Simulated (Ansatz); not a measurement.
Geometry optimisation, RKS B3LYP/6-31G* in Ansatz 0.2.0.

The input (input.yaml):

```yaml
crystal:
  periodic: [false, false, false]
  atoms:
    - { symbol: B, position_ang: [0.181365, -0.295424, 0.20975] }
    - { symbol: "N", position_ang: [0.097095, -0.778628, 1.604105] }
    - { symbol: H, position_ang: [-0.765743, -0.987325, 2.08868] }
    - { symbol: H, position_ang: [0.926099, -0.998936, 2.135779] }
    - { symbol: H, position_ang: [1.259473, -0.118686, -0.273529] }
    - { symbol: O, position_ang: [-0.911955, -0.047312, -0.571222] }
    - { symbol: H, position_ang: [-1.752673, -0.243904, -0.132769] }
    - { symbol: Si, position_ang: [-0.477989, 2.701523, 0.995202] }
    - { symbol: H, position_ang: [-1.870154, 2.722882, 0.46981] }
    - { symbol: H, position_ang: [-0.30806, 3.886519, 1.887162] }
    - { symbol: H, position_ang: [0.483524, 2.818775, -0.128242] }
    - { symbol: H, position_ang: [-0.241283, 1.466816, 1.755675] }
basis:
  gaussian: { orbitals: "6-31G*" }
hamiltonian:
  xc: b3lyp
relax:
  f_tol: 0.03
  max_steps: 50
```

Launched with:

```bash
$ ansatz run input.yaml --threads 1 --pin off --max-ram 2048MiB --backend cpu --events-out ev --progress --plain --runs-dir out
```

Question: Where does it end, and by what steps?

Answer: The run converged. The force dipped under the threshold on the way, but the program's further checks kept it going. After 30 steps the energy has fallen by 0.394 eV; H4 moved furthest, 1.77 Å.

```csv
step,energy less start (eV),largest force component (eV/Å),accepted
0,0.0000,2.100,yes
2,-0.3190,0.770,yes
4,-0.3560,0.459,yes
6,-0.3716,0.174,yes
8,-0.3766,0.285,yes
10,-0.3829,0.015,yes
12,-0.3839,0.132,no
14,-0.3858,0.062,yes
16,-0.3871,0.124,yes
18,-0.3888,0.083,yes
20,-0.3905,0.049,yes
22,-0.3906,0.225,no
24,-0.3921,0.041,yes
26,-0.3927,0.036,yes
28,-0.3932,0.060,yes
30,-0.3938,0.009,yes
```

```xyz
12
Properties=species:S:1:pos:R:3
B 0.398 -0.765 0.480
N 0.087 -1.896 1.262
H -0.807 -2.078 1.700
H 0.770 -2.617 1.439
H 1.494 -0.655 0.016
O -0.493 0.247 0.202
H -1.368 0.110 0.595
Si -0.686 3.544 0.863
H -2.011 2.923 0.600
H -0.901 4.983 1.181
H 0.183 3.437 -0.333
H -0.049 2.892 2.035
```

Whether the end is a true minimum wasn't checked by a vibrational analysis.

The run took 110 s on 1 thread of Arm Neoverse V2, with other jobs on the host, peak memory 0.15 GiB.
